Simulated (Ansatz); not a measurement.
CH4Si2, SMILES `[SiH2]=C=[SiH2]` (charge 0, multiplicity 1).

Method: Ansatz (an electronic-structure program) with r2SCAN/cc-pVTZ // PBE0-D3(BJ)/def2-TZVP.

Ansatz 0.2 input:
```yaml
crystal:
  periodic: [false, false, false]
  atoms:
    - { symbol: Si, position_ang: [1.629835, 0.164781, -0.34312] }
    - { symbol: C, position_ang: [0.000201, 0.000091, 0.001003] }
    - { symbol: Si, position_ang: [-1.629414, -0.164613, 0.345215] }
    - { symbol: H, position_ang: [2.700563, -0.547355, 0.392119] }
    - { symbol: H, position_ang: [2.158427, 1.038646, -1.416019] }
    - { symbol: H, position_ang: [-2.50316, -1.181518, -0.284575] }
    - { symbol: H, position_ang: [-2.354929, 0.690604, 1.312892] }
basis:
  gaussian: { orbitals: cc-pVTZ }
hamiltonian:
  xc: r2scan
```

Output:

```
Functional definition: r2SCAN
954 factors; their error is unknown
mean field evaluation 1: about -16838.9695 eV, gradient 7.3e1 eV
mean field evaluation 2: about -16781.8676 eV, gradient 1.2e2 eV
mean field evaluation 4: about -16852.8165 eV, gradient 5.0e0 eV
mean field evaluation 8: about -16852.8393 eV, gradient 2.1e-1 eV
mean field evaluation 16: about -16852.8393 eV, gradient 8.2e-6 eV
mean field -16852.83930659 eV, -619.3304212523 hartree, gradient 8.2e-6 eV, S^2 0.000000; 0 other end points of the search recorded, 0 dependent functions left out
reference -16852.83931824 eV, -619.3304216805 hartree; 19, 19 occupied and 135, 135 virtual orbitals, 954 factors
Total energy: -16852.83931824 eV, -619.3304216805 hartree
```
